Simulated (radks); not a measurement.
Results of a calculation; reference values are marked as such.
Problem. Spin polarisation of the 4d2 shell in Zr2+. Start: [Kr] 4d(up 1, down 1); electrons of 4d are moved from spin down to spin up, other shells keep equal spins. Code: a radial shooting solver on a logarithmic mesh with Libxc functionals. Model: scalar-relativistic Kohn-Sham, BLYP, spin-polarised, spherical densities, finite nucleus; Fermi nuclear charge, rms radius of each element as measured or else 0.836 A^(1/3) + 0.57 fm. Estimate the energy gained and the exchange splitting at a moment of 2 Bohr magnetons.

Solution. At moment 2 the spin-polarisation energy is -0.638 eV and the 4d exchange splitting 1.243 eV, that is 0.622 eV per Bohr magneton; E = -I m^2/4 would give I = 0.638 eV.
